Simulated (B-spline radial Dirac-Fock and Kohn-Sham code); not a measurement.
**Dipole and non-dipole photoemission parameters of Rh³⁺ 3s**

System: Rh³⁺, 1s2 2s2 2p6 3s2 3p6 3d10 4s2 4p6 4d6; threshold 655.6 eV (orbital energy of the model). The computed values come from a radial finite-basis atomic code: Dirac-Hartree-Slater photoionisation with a Latter tail; cross sections with all multipoles, angular parameters from the dipole term and its interference with E2.

```csv
hν (eV),σ (kb),β,γ
709,103,1.988,0.677
978,68.6,1.991,0.422
997,66.8,1.991,0.408
1486.9,36.8,1.993,0.142
2510,15.1,1.995,-0.074
2530,14.9,1.995,-0.075
3440,8.48,1.995,-0.092
4000,6.36,1.995,-0.064
4220,5.73,1.995,-0.047
5414.7,3.50,1.995,0.070
6000,?,?,?
8047.8,1.54,1.995,0.401
8660,1.32,1.995,0.482
8930,1.23,1.995,0.518
9251.7,1.14,1.995,0.560
10900,0.796,1.995,0.774
13700,0.476,1.994,1.117
13900,0.460,1.994,1.140
```

Problem. Give the values at 6000 eV.

Solution. σ = 2.84 kb, β = 1.995, γ = 0.138. For an s subshell δ is negligible.
